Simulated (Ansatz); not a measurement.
A barrier at the coupled-cluster level

Start structure (SiH5BrO, closed shell), relaxed at PBE0-D4/def2-TZVP:

```
8
angstrom
Si -0.2577 -0.6738 0.4496
Br 1.7852 -0.4083 -0.3908
H -0.7206 -1.9941 -0.0356
H -1.1053 0.4360 -0.0223
O -0.2440 -0.5822 2.0798
H 0.3689 1.9824 -2.1652
H -0.1253 2.4426 -2.4844
H 0.2989 -1.2027 2.5689
```

The step: SiH₃BrO ([OH][SiH2][Br]) + H₂ → SiH₄O ([OH][SiH3]) + HBr; bonds formed: Si1–H7, Br2–H6; bonds broken: Si1–Br2, H6–H7. Computed with Ansatz 0.2.0 (basis: def2-TZVPP and def2-QZVPP); correlated methods freeze the cores. Filled d shells of the heavier atoms are correlated. The def2 sets are not built for correlating such inner shells, so the correlated values are less sure here. Extrapolation: Hartree–Fock as exp(−7.88 √X), correlation as X^−2.97. Energies below are by CCSD(T) at an estimated basis limit (MP2 extrapolated from triple and quadruple zeta, plus CCSD(T) − MP2 in triple zeta).

Q: What are the electronic barrier and the energy of the step, from the start structure to the end structure? (To be estimated.)

A: Computed: Barrier 48.43 kcal/mol; step energy 18.87 kcal/mol (uphill); reverse barrier, their difference, 29.56 kcal/mol. Barrier and step energy count from the start structure, the reverse barrier from the end structure.

The saddle point: One imaginary mode of 601i cm⁻¹.
| pair | start (Å) | saddle (Å) | end (Å) |
| --- | --- | --- | --- |
| Si1–H7 | 4.28 | 1.74 | 1.50 |
| Br2–H6 | 3.30 | 1.96 | 1.42 |
| Si1–Br2 | 2.22 | 2.75 | 3.95 |
| H6–H7 | 0.75 | 0.87 | 2.31 |

Zero-point energy (harmonic, PBE0-D4): ZPE is 27.42 kcal/mol at the start and 29.76 kcal/mol at the saddle, so the barrier goes from 48.43 to 50.77 kcal/mol.

T1 diagnostic: at most 0.011.

Labels in which every atom is bracketed show which atoms are joined, not bond orders.

For scale, one of the runs: CCSD(T)/def2-TZVPP, 191 basis functions, launched by `ansatz run in.yaml --threads 4 --pin off --events-out ev --progress --plain --max-ram 9574MiB`. Time: 53 s of wall clock on 4 CPU threads of an Arm Neoverse V2; the host was shared. Peak host memory: 2.1 GiB.
